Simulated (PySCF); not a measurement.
A calculated (M06-2X, PySCF 2.14, aug-cc-pVTZ with one added diffuse shell each of s, p, d, f type, no relativity, point nucleus) atom or ion has these occupied shells.

```
shell  electrons  orbital energy (eV)  rms radius, mean of both spins (bohr)
   1s          2              -207.78                                  0.381
   2s          2              -22.020                                   1.93
```

Q: Name the element and its charge.

A: B⁺ (boron, charge +1), in [He] 2s2, closed-shell 1S.
